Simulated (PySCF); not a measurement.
Level of theory: PBE0 in PySCF with As def2-TZVP, N def2-TZVP, F def2-TZVP; no relativity; density-fitted integrals. Open shells, if any, are unrestricted.

Q: What shape and geometry does isolated singlet AsNF₂ take (every ligand bound to As)?

A: Counting electrons, arsenic keeps none of its valence electrons outside its bonds, so the VSEPR class is AX3 and the expected shape is trigonal planar; with unlike ligands the computed point group is C2v. The lowest minimum found is a singlet of C2v symmetry with As–F 1.708 Å (×2), As–N 1.613 Å; F–As–F 92.8°, F–As–N 133.6° (×2). Its harmonic wavenumbers are 127 (b1), 217 (b2), 309 (a1), 704 (b2), 718 (a1), 1091 (a1) cm⁻¹ and its dipole moment is 1.48 D.

This need not be the most stable arrangement of these atoms.
